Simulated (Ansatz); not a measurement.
```yaml
crystal:
  periodic: [false, false, false]
  atoms:
    - {symbol: C, position_ang: [0.083726, 1.182432, -0.860352]}
    - {symbol: B, position_ang: [-0.085456, -0.175794, -0.213323]}
    - {symbol: C, position_ang: [0.364886, -0.394403, 1.223451]}
    - {symbol: Se, position_ang: [-1.029972, -1.458897, -1.412566]}
    - {symbol: H, position_ang: [-0.254887, 1.517823, -1.998533]}
    - {symbol: H, position_ang: [-0.689249, 1.931151, -0.409031]}
    - {symbol: H, position_ang: [1.002006, 1.654830, -0.736302]}
    - {symbol: H, position_ang: [0.057083, 0.316460, 1.734420]}
    - {symbol: H, position_ang: [1.351562, -0.588776, 1.111557]}
    - {symbol: H, position_ang: [-0.047549, -1.521585, 1.540471]}
    - {symbol: H, position_ang: [-0.951551, -2.665154, -0.495779]}
basis:
  gaussian: {orbitals: cc-pVTZ-DK, fitting: {mean_field: cc-pVTZ-jkfit}}
magnetization: {spin_polarized: true, initial_magnetization: 2}
hamiltonian: {xc: {name: CAM-B3LYP}}
relax: {f_tol: 0.001, max_steps: 3}
output: {forces: true}
```

```sh
$ ansatz run in.yaml --threads 4 --pin off --events-out ev --progress --plain --max-ram 10444MiB
```

Shortened log:

```
Functional definition: CAM-B3LYP
654 factors; integrals over basis functions are off by at most 7.2e-1 eV
654 factors; integrals over basis functions are off by at most 7.9e-7 eV
mean field evaluation 1: about -68972.1754 eV, gradient 4.9e1 eV
mean field evaluation 2: about -68944.5498 eV, gradient 7.6e1 eV
mean field evaluation 4: about -68983.6818 eV, gradient 6.0e0 eV
mean field evaluation 8: about -68983.9408 eV, gradient 1.7e-1 eV
mean field evaluation 16: about -68983.9432 eV, gradient 6.1e-3 eV
mean field evaluation 32: about -68983.9433 eV, gradient 9.0e-6 eV
mean field -68983.94325322 eV, -2535.1131555596 hartree, gradient 9.0e-6 eV, S^2 2.006832; 4 other end points of the search recorded, 0 dependent functions left out
reference -68983.94339156 eV, -2535.1131606435 hartree; 30, 28 occupied and 201, 203 virtual orbitals, 654 factors
relax step   1: F+E_penalty+E_count = -68983.94325322 eV  Δ(F+E_penalty+E_count) = +0.000e0 eV  max|allowed force component| = 1.013e1 eV/Å  Δτ_max = 0.0000 Å  (104 SCF iters, accepted)
654 factors; integrals over basis functions are off by at most 7.3e-1 eV
654 factors; integrals over basis functions are off by at most 8.4e-7 eV
mean field -68985.79112017 eV, -2535.1810634176 hartree, gradient 1.7e-5 eV, S^2 2.006546; 0 other end points of the search recorded, 0 dependent functions left out
reference -68985.79126341 eV, -2535.1810686815 hartree; 30, 28 occupied and 201, 203 virtual orbitals, 654 factors
relax step   2: F+E_penalty+E_count = -68985.79112017 eV  Δ(F+E_penalty+E_count) = -1.848e0 eV  max|allowed force component| = 2.899e0 eV/Å  Δτ_max = 0.1673 Å  (54 SCF iters, accepted)
654 factors; integrals over basis functions are off by at most 7.3e-1 eV
654 factors; integrals over basis functions are off by at most 8.7e-7 eV
mean field -68986.30274897 eV, -2535.1998654291 hartree, gradient 2.4e-5 eV, S^2 2.005427; 0 other end points of the search recorded, 0 dependent functions left out
reference -68986.30288988 eV, -2535.1998706076 hartree; 30, 28 occupied and 201, 203 virtual orbitals, 654 factors
relax step   3: F+E_penalty+E_count = -68986.30274897 eV  Δ(F+E_penalty+E_count) = -5.116e-1 eV  max|allowed force component| = 1.034e0 eV/Å  Δτ_max = 0.1994 Å  (67 SCF iters, accepted)
Error: geometry relaxation did not converge after 3 steps: max|allowed force component| = 1.03e0 eV/Å (threshold 1.0e-3). Raise `relax.max_steps` over both its present limit and 3, loosen `relax.f_tol`, or start from a geometry closer to equilibrium. Where this run's directory can be resumed (`checkpoint.write`), a resume goes on for up to `relax.max_steps` more
```

In this input the relaxation is allowed too few steps for its threshold. No converged result was reached.
